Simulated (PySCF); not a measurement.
H3BO3, triplet, geometry from GFN2-xTB (a higher spin typed on purpose: for a closed-shell molecule this is an excited state); MP2/6-31G* (PySCF).

Here is a job for PySCF.
```python
from pyscf import gto, scf, mp

mol = gto.M(
    atom='''
O    -1.023474   -0.767312    0.272569
B     0.098409   -0.116900   -0.546063
O    -0.364237    1.243634   -0.166346
O     1.316382   -0.418056    0.159628
H    -1.844758   -0.284711    0.155023
H     0.050901    1.498333    0.666492
H     1.872445   -1.095252   -0.218010
''',
    basis='6-31g*',
    charge=0,
    spin=2,
    verbose=4,
)

mf = scf.UHF(mol)
mf.kernel()

pt = mp.MP2(mf)
pt.kernel()
print('E(MP2) = %.10f' % pt.e_tot)
```

### Question
Write the output that PySCF gives for this input, abridged.

### Answer

```
PySCF version 2.14.0

[INPUT] verbose = 4
[INPUT] num. atoms = 7
[INPUT] num. electrons = 32
[INPUT] charge = 0
[INPUT] spin (= nelec alpha-beta = 2S) = 2
[INPUT] symmetry False subgroup None
[INPUT] Mole.unit = angstrom
[INPUT] Symbol           X                Y                Z      unit          X                Y                Z       unit  Magmom
[INPUT]  1 O     -1.023474000000  -0.767312000000   0.272569000000 AA   -1.934085555613  -1.450009532092   0.515080760047 Bohr   0.0
[INPUT]  2 B      0.098409000000  -0.116900000000  -0.546063000000 AA    0.185966058192  -0.220908983962  -1.031909516758 Bohr   0.0
[INPUT]  3 O     -0.364237000000   1.243634000000  -0.166346000000 AA   -0.688308174433   2.350127659197  -0.314348381917 Bohr   0.0
[INPUT]  4 O      1.316382000000  -0.418056000000   0.159628000000 AA    2.487601455307  -0.790011344731   0.301653201812 Bohr   0.0
[INPUT]  5 H     -1.844758000000  -0.284711000000   0.155023000000 AA   -3.486087386100  -0.538025814651   0.292951013008 Bohr   0.0
[INPUT]  6 H      0.050901000000   1.498333000000   0.666492000000 AA    0.096188949466   2.831439013398   1.259487344214 Bohr   0.0
[INPUT]  7 H      1.872445000000  -1.095252000000  -0.218010000000 AA    3.538408233311  -2.069726317382  -0.411979192416 Bohr   0.0

nuclear repulsion = 114.035898027616
number of shells = 30
number of NR pGTOs = 120
number of NR cGTOs = 62
basis = 6-31g*
ecp = {}

******** <class 'pyscf.scf.uhf.UHF'> ********
method = UHF
initial guess = minao
damping factor = 0
level_shift factor = 0
DIIS = <class 'pyscf.scf.diis.CDIIS'>
diis_start_cycle = 1
diis_space = 8
diis_damp = 0
SCF conv_tol = 1e-09
SCF conv_tol_grad = None
SCF max_cycles = 50
direct_scf = True
direct_scf_tol = 1e-13
number electrons alpha = 17  beta = 15
Set gradient conv threshold to 3.16228e-05
init E= -251.195722476662

cycle= 1 E= -250.817669872194  delta_E= 0.378  |g|= 0.438  |ddm|= 1.84
cycle= 2 E= -250.908272783724  delta_E= -0.0906  |g|= 0.213  |ddm|= 0.502
cycle= 3 E= -250.928368452944  delta_E= -0.0201  |g|= 0.0629  |ddm|= 0.188
cycle= 4 E= -250.93214844514  delta_E= -0.00378  |g|= 0.0222  |ddm|= 0.119
cycle= 5 E= -250.932802237135  delta_E= -0.000654  |g|= 0.0116  |ddm|= 0.045
cycle= 6 E= -250.933186618656  delta_E= -0.000384  |g|= 0.0123  |ddm|= 0.0271
cycle= 7 E= -250.93343733581  delta_E= -0.000251  |g|= 0.0115  |ddm|= 0.0155
cycle= 8 E= -250.933768387499  delta_E= -0.000331  |g|= 0.0122  |ddm|= 0.0199
cycle= 9 E= -250.932806317679  delta_E= 0.000962  |g|= 0.0108  |ddm|= 0.0605
cycle= 10 E= -250.930836729921  delta_E= 0.00197  |g|= 0.0109  |ddm|= 0.189
cycle= 11 E= -250.930749273332  delta_E= 8.75e-05  |g|= 0.0101  |ddm|= 0.0172
cycle= 12 E= -250.93045530896  delta_E= 0.000294  |g|= 0.00809  |ddm|= 0.0779
cycle= 13 E= -250.93020067463  delta_E= 0.000255  |g|= 0.0112  |ddm|= 0.0727
cycle= 14 E= -250.930632779135  delta_E= -0.000432  |g|= 0.00642  |ddm|= 0.116
cycle= 15 E= -250.930826543308  delta_E= -0.000194  |g|= 0.0083  |ddm|= 0.046
cycle= 16 E= -250.930801723446  delta_E= 2.48e-05  |g|= 0.00992  |ddm|= 0.00569
cycle= 17 E= -250.930687436709  delta_E= 0.000114  |g|= 0.00731  |ddm|= 0.0392
cycle= 18 E= -250.930812552257  delta_E= -0.000125  |g|= 0.00518  |ddm|= 0.0211
cycle= 19 E= -250.930695838481  delta_E= 0.000117  |g|= 0.00414  |ddm|= 0.0299
cycle= 20 E= -250.930622285903  delta_E= 7.36e-05  |g|= 0.00397  |ddm|= 0.0217
cycle= 21 E= -250.93059266877  delta_E= 2.96e-05  |g|= 0.00368  |ddm|= 0.0108
cycle= 22 E= -250.930386683765  delta_E= 0.000206  |g|= 0.00362  |ddm|= 0.0791
cycle= 23 E= -250.930342899868  delta_E= 4.38e-05  |g|= 0.00404  |ddm|= 0.016
cycle= 24 E= -250.930395335893  delta_E= -5.24e-05  |g|= 0.00381  |ddm|= 0.0201
cycle= 25 E= -250.930446627004  delta_E= -5.13e-05  |g|= 0.00345  |ddm|= 0.0201
cycle= 26 E= -250.930403832914  delta_E= 4.28e-05  |g|= 0.00367  |ddm|= 0.0169
cycle= 27 E= -250.93102400805  delta_E= -0.00062  |g|= 0.00671  |ddm|= 0.174
cycle= 28 E= -250.930684270629  delta_E= 0.00034  |g|= 0.0047  |ddm|= 0.0727
cycle= 29 E= -250.930834438023  delta_E= -0.00015  |g|= 0.00638  |ddm|= 0.0394
cycle= 30 E= -250.930890366792  delta_E= -5.59e-05  |g|= 0.0067  |ddm|= 0.0113
cycle= 31 E= -250.930837590966  delta_E= 5.28e-05  |g|= 0.00633  |ddm|= 0.0115
cycle= 32 E= -250.930880687596  delta_E= -4.31e-05  |g|= 0.00664  |ddm|= 0.00978
cycle= 33 E= -250.930837333125  delta_E= 4.34e-05  |g|= 0.00634  |ddm|= 0.00913
cycle= 34 E= -250.930471302008  delta_E= 0.000366  |g|= 0.00442  |ddm|= 0.112
cycle= 35 E= -250.930283425969  delta_E= 0.000188  |g|= 0.00572  |ddm|= 0.0698
cycle= 36 E= -250.930745080528  delta_E= -0.000462  |g|= 0.0054  |ddm|= 0.159
cycle= 37 E= -250.930815244928  delta_E= -7.02e-05  |g|= 0.00648  |ddm|= 0.0194
cycle= 38 E= -250.930895734765  delta_E= -8.05e-05  |g|= 0.00688  |ddm|= 0.0163
cycle= 39 E= -250.930860501865  delta_E= 3.52e-05  |g|= 0.00671  |ddm|= 0.00705
cycle= 40 E= -250.93083701885  delta_E= 2.35e-05  |g|= 0.00654  |ddm|= 0.00552
cycle= 41 E= -250.930717685378  delta_E= 0.000119  |g|= 0.00547  |ddm|= 0.0293
cycle= 42 E= -250.930848177718  delta_E= -0.00013  |g|= 0.00651  |ddm|= 0.0316
cycle= 43 E= -250.931195551039  delta_E= -0.000347  |g|= 0.00884  |ddm|= 0.062
cycle= 44 E= -250.930357495097  delta_E= 0.000838  |g|= 0.00286  |ddm|= 0.224
cycle= 45 E= -250.930491891422  delta_E= -0.000134  |g|= 0.00264  |ddm|= 0.0532
cycle= 46 E= -250.930611382752  delta_E= -0.000119  |g|= 0.00459  |ddm|= 0.0484
cycle= 47 E= -250.930556024971  delta_E= 5.54e-05  |g|= 0.00344  |ddm|= 0.0229
cycle= 48 E= -250.930589145058  delta_E= -3.31e-05  |g|= 0.00339  |ddm|= 0.0109
cycle= 49 E= -250.930585218236  delta_E= 3.93e-06  |g|= 0.00417  |ddm|= 0.00483
cycle= 50 E= -250.930598530041  delta_E= -1.33e-05  |g|= 0.00426  |ddm|= 0.00495
SCF not converged.
SCF energy = -250.930598530041 after 50 cycles  <S^2> = 2.0295447  2S+1 = 3.0196322

******** <class 'pyscf.mp.ump2.UMP2'> ********
nocc = (np.int64(17), np.int64(15)), nmo = (62, 62)
Init E(MP2) = -0.596639564277444
cycle = 1  E_corr(MP2) = -0.596668355984752  dE = -2.87917073e-05  norm(t2) = 0.00039524
cycle = 2  E_corr(MP2) = -0.596668570814369  dE = -2.14829617e-07  norm(t2) = 7.53019e-07
cycle = 3  E_corr(MP2) = -0.596668570973489  dE = -1.59120161e-10  norm(t2) = 1.95593e-09
E(UMP2) = -251.527267101015  E_corr = -0.596668570973489
E(SCS-UMP2) = -251.503604585885  E_corr = -0.573006055843851
E_corr(same-spin) = -0.164995649220387
E_corr(oppo-spin) = -0.431672921753102
E(MP2) = -251.5272671010
```

The run did not converge; its last values are not results.
